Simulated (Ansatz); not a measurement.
One change: `F[SiH2]OC[SeH]` becomes `NBO[SiH2]F`.

Ansatz, PBE0-D4/def2-TZVP geometries, multiplicity 1. Each molecule was computed in one conformer, which needn't be the lowest.

Scalar relativity is left out up to krypton.

```
                                          property  `F[SiH2]OC[SeH]`
                HOMO energy (PBE0/def2-TZVPP) / eV             -7.07
                LUMO energy (PBE0/def2-TZVPP) / eV             -0.20
               HOMO–LUMO gap (PBE/def2-TZVPP) / eV              4.80
             HOMO–LUMO gap (B3LYP/def2-TZVPP) / eV              6.36
size of the dipole moment (ωB97M-V/def2-TZVPP) / D              1.38
               HOMO energy (B3LYP/def2-TZVPP) / eV             -6.84
```

Task: What does the change do to each property? (Estimate.)

Result: The calculation gave: 
| property | `NBO[SiH2]F` | shift |
| --- | --- | --- |
| HOMO energy (PBE0/def2-TZVPP) / eV | -8.27 | -1.20 |
| LUMO energy (PBE0/def2-TZVPP) / eV | 0.77 | 0.97 |
| HOMO–LUMO gap (PBE/def2-TZVPP) / eV | 6.71 | 1.91 |
| HOMO–LUMO gap (B3LYP/def2-TZVPP) / eV | 8.53 | 2.17 |
| size of the dipole moment (ωB97M-V/def2-TZVPP) / D | 2.24 | 0.86 |
| HOMO energy (B3LYP/def2-TZVPP) / eV | -8.01 | -1.17 |

With PBE0 the HOMO falls by 1.20 eV and the LUMO rises by 0.97 eV, so the gap widens by about 2.17 eV. PBE moves the HOMO by -0.96 eV and ωB97M-V by -1.39 eV. Dipoles are sizes alone; their direction can turn.

B3LYP here is the variant with VWN-RPA as its local correlation; programs differ in this.

Spin–orbit coupling is left out; it splits and shifts lone-pair levels of the heavy atoms by tenths of an eV.
